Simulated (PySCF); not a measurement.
Computed IR spectrum (relative IR intensity) of a molecule CH5ClF2Si2. The structure is a stationary point at PBE-D3(BJ)/def2-SVP. One conformer was computed; it need not be the lowest. All values below come from PBE-D3(BJ)/def2-SVP (PySCF). Frequencies are harmonic and unscaled.

ν (cm⁻¹): 244 (w), 295 (w), 432 (w), 467 (w), 526 (m), 686 (w), 750 (vs), 802 (m), 860 (m), 898 (m), 918 (s), 1220 (m), 1368 (vw), 2161 (m), 2178 (m) (against the strongest line: vs over 80 %, s over 45 %, m over 15 %, w over 4 %, vw less)

### Question
Which structure fits?
A) C[Si@H](F)[Si@H](F)Cl
B) FC[SiH2][Si@H](F)Cl
C) FC[Si@H](F)[SiH2]Cl
D) C[Si](F)(F)[SiH2]Cl

### Answer
D, C[Si](F)(F)[SiH2]Cl
